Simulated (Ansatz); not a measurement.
Ansatz (a quantum-chemistry and plane-wave program) job for BHN, SMILES B=[N] (connectivity only; charge and spin as stated), charge -1, multiplicity 1, B3LYP-D3(BJ)/def2-TZVPD. 

Ansatz 0.2 input:
```yaml
crystal:
  periodic: [false, false, false]
  atoms:
    - {symbol: B, position_ang: [0.00000000, 0.00000000, -0.58150724]}
    - {symbol: N, position_ang: [0.00000000, 0.00000000, 0.67326447]}
    - {symbol: H, position_ang: [0.00000000, 0.00000000, -1.80531509]}
basis:
  gaussian:
    orbitals: def2-TZVPD
hamiltonian:
  xc: b3lyp
  dispersion: d3bj
total_charge: -1
relax: {f_tol: 0.002, max_steps: 200}
```

Log of the run:

```
WARN ansatz: RAYON_NUM_THREADS=1 ignored (pool sized by the plan → 1); use --threads N
Functional definition: B3LYP
integrals: 0.01 GiB planned
395 factors; their error is unknown
mean field: 0.15 GiB planned
mean field evaluation 1: about -2182.6511 eV, gradient 1.5e1 eV
mean field evaluation 2: about -2179.9620 eV, gradient 3.7e1 eV
mean field evaluation 4: about -2183.2435 eV, gradient 1.3e0 eV
mean field evaluation 8: about -2183.2501 eV, gradient 5.3e-3 eV
mean field -2183.25005044 eV, -80.2329594937 hartree, gradient 4.1e-5 eV, S^2 0.000000; 0 other end points of the search recorded, 0 dependent functions left out
the calculation of the forces begins
reference -2183.25025887 eV, -80.2329671533 hartree; 7, 7 occupied and 76, 76 virtual orbitals, 395 factors
relax step   1: F+E_penalty+E_count = -2183.29534864 eV  Δ(F+E_penalty+E_count) = +0.000e0 eV  max|allowed force component| = 1.387e0 eV/Å  Δτ_max = 0.0000 Å  (28 SCF iters, accepted)
these checks for a lower state are left out or cut short: starts, cluster_reference, orbital_swaps, neighbouring_geometries, increment
integrals: 0.01 GiB planned
395 factors; their error is unknown
mean field: 0.15 GiB planned
mean field evaluation 16: about -2183.2659 eV, gradient 3.4e-3 eV
mean field -2183.26806160 eV, -80.2336213916 hartree, gradient 2.3e-5 eV, S^2 0.000000; 0 other end points of the search recorded, 0 dependent functions left out
the calculation of the forces begins
reference -2183.26827003 eV, -80.2336290511 hartree; 7, 7 occupied and 76, 76 virtual orbitals, 395 factors
relax step   2: F+E_penalty+E_count = -2183.31335414 eV  Δ(F+E_penalty+E_count) = -1.801e-2 eV  max|allowed force component| = 3.352e-1 eV/Å  Δτ_max = 0.0172 Å  (32 SCF iters, accepted)
these checks for a lower state are left out or cut short: starts, cluster_reference, orbital_swaps, neighbouring_geometries, increment
integrals: 0.01 GiB planned
395 factors; their error is unknown
mean field: 0.15 GiB planned
mean field -2183.26477937 eV, -80.2335007719 hartree, gradient 2.3e-5 eV, S^2 0.000000; 0 other end points of the search recorded, 0 dependent functions left out
the calculation of the forces begins
reference -2183.26498792 eV, -80.2335084359 hartree; 7, 7 occupied and 76, 76 virtual orbitals, 395 factors
relax step   3: F+E_penalty+E_count = -2183.31011662 eV  Δ(F+E_penalty+E_count) = +3.238e-3 eV  max|allowed force component| = 8.346e-1 eV/Å  Δτ_max = 0.0132 Å  (32 SCF iters, rejected (line search))
these checks for a lower state are left out or cut short: starts, cluster_reference, orbital_swaps, neighbouring_geometries, increment
integrals: 0.01 GiB planned
395 factors; their error is unknown
mean field: 0.15 GiB planned
mean field evaluation 32: about -2183.2673 eV, gradient 4.3e-4 eV
mean field -2183.26948368 eV, -80.2336736520 hartree, gradient 2.1e-5 eV, S^2 0.000000; 0 other end points of the search recorded, 0 dependent functions left out
the calculation of the forces begins
reference -2183.26969211 eV, -80.2336813116 hartree; 7, 7 occupied and 76, 76 virtual orbitals, 395 factors
relax step   4: F+E_penalty+E_count = -2183.31478276 eV  Δ(F+E_penalty+E_count) = -1.429e-3 eV  max|allowed force component| = 1.221e-2 eV/Å  Δτ_max = 0.0065 Å  (33 SCF iters, accepted)
these checks for a lower state are left out or cut short: starts, cluster_reference, orbital_swaps, neighbouring_geometries, increment
integrals: 0.01 GiB planned
395 factors; their error is unknown
mean field: 0.15 GiB planned
mean field -2183.26948668 eV, -80.2336737623 hartree, gradient 4.2e-5 eV, S^2 0.000000; 0 other end points of the search recorded, 0 dependent functions left out
the calculation of the forces begins
reference -2183.26969511 eV, -80.2336814220 hartree; 7, 7 occupied and 76, 76 virtual orbitals, 395 factors
relax step   5: F+E_penalty+E_count = -2183.31478681 eV  Δ(F+E_penalty+E_count) = -4.056e-6 eV  max|allowed force component| = 3.125e-4 eV/Å  Δτ_max = 0.0004 Å  (22 SCF iters, accepted)
integrals: 0.01 GiB planned
395 factors; their error is unknown
mean field: 0.15 GiB planned
mean field -2183.26948668 eV, -80.2336737623 hartree, gradient 4.2e-5 eV, S^2 0.000000; 1 other end points of the search recorded, 0 dependent functions left out
the calculation of the forces begins
reference -2183.26969511 eV, -80.2336814220 hartree; 7, 7 occupied and 76, 76 virtual orbitals, 395 factors
Total energy: -2183.31499524 eV, -80.2353461711 hartree
Atom 0 at     0.000000    -0.000000    -0.596921 Å, force    -0.000000    -0.000000     0.000312 eV/Å
Atom 1 at    -0.000000     0.000000     0.664649 Å, force     0.000000     0.000000    -0.000207 eV/Å
Atom 2 at    -0.000000     0.000000    -1.781286 Å, force     0.000000     0.000000    -0.000105 eV/Å
Dipole moment:    -0.000000    -0.000000    -0.504634 e Å
```

The run converged.
